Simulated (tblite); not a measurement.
Species: C8H14Si.
Atom-mapped SMILES: `[SiH3:1][CH2:2][C@@H:3]1[CH2:4][C@@H:5]2[CH:6]=[CH:7][C@H:8]1[CH2:9]2` (hydrogens: H10, H11, H12 on Si1; H13, H14 on C2; H15 on C3; H16, H17 on C4; H18 on C5; H19 on C6; H20 on C7; H21 on C8; H22, H23 on C9)

Structure optimised with GFN2-xTB, isolated species.

Problem. List the bond lengths, angles and torsions at this level.

Solution. 
| bond | length (bohr) |
| --- | --- |
| Si1–C2 | 3.593 |
| C2–C3 | 2.880 |
| C3–C4 | 2.922 |
| C4–C5 | 2.922 |
| C5–C6 | 2.848 |
| C6=C7 | 2.507 |
| C7–C8 | 2.846 |
| C8–C9 | 2.896 |
| C3–C8 | 2.933 |
| C5–C9 | 2.895 |
| Si1–H10, Si1–H11, Si1–H12 | 2.768 |
| C2–H13 | 2.066 |
| C2–H14 | 2.063 |
| C3–H15 | 2.068 |
| C4–H16 | 2.060 |
| C4–H17 | 2.060 |
| C5–H18 | 2.055 |
| C6–H19 | 2.032 |
| C7–H20 | 2.032 |
| C8–H21 | 2.055 |
| C9–H22 | 2.059 |
| C9–H23 | 2.058 |

Bonds in one row agree within 0.02 bohr and their mean is given. A selection of angles:
| angle | degrees |
| --- | --- |
| Si1–C2–C3 | 114.2 |
| C2–C3–C4 | 113.6 |
| C2–C3–C8 | 114.2 |
| C4–C3–C8 | 102.2 |
| C3–C4–C5 | 103.2 |
| C4–C5–C6 | 105.6 |
| C4–C5–C9 | 100.7 |
| C6–C5–C9 | 100.3 |
| C5–C6–C7 | 107.4 |
| C6–C7–C8 | 107.4 |
| C7–C8–C9 | 100.4 |
| C3–C8–C7 | 106.5 |
| C3–C8–C9 | 100.5 |
| C5–C9–C8 | 93.3 |

Torsions: Si1–C2–C3–C4 177° (antiperiplanar); C2–C3–C4–C5 -125° (anticlinal); C3–C4–C5–C6 68° (synclinal); C4–C5–C6–C7 -71° (synclinal); C5–C6–C7–C8 0° (synperiplanar); C6–C7–C8–C9 -34° (synclinal); C7–C8–C9–C5 50° (synclinal); C2–C3–C8–C7 57° (synclinal); C4–C5–C9–C8 58° (synclinal).

Of the pairs four or more bonds apart, C7···H14 is among the closest relative to their van der Waals radii: 2.59 Å, 89 % of the sum of Bondi's values. The 5-membered ring C3–C4–C5–C9–C8 has internal angles of 93.3° to 103.2°; it is puckered, 0.28 Å rms from its mean plane, widest ring torsion 59°. The 9 C–C bonds span 1.327 Å (C6=C7, drawn double) to 1.552 Å (C3–C8, drawn single), a spread of 0.225 Å. The 5-membered ring C5–C6–C7–C8–C9 has internal angles of 93.3° to 107.4°; it is puckered, 0.25 Å rms from its mean plane, widest ring torsion 50°. Si1 (SiH3 silicon) is tetrahedral (angles from 108.6° to 111.1°).

Point group: C1 (no symmetry element, even within 0.4 Å). Its GFN2-xTB frequencies are all real (lowest 65 cm⁻¹). The numbers are those of one conformer. 3 starts were optimised and ended at 0.00, 0.01 and 0.28 kcal/mol (GFN2-xTB); the lowest of these is shown.

The numbers are calculated, not measured.
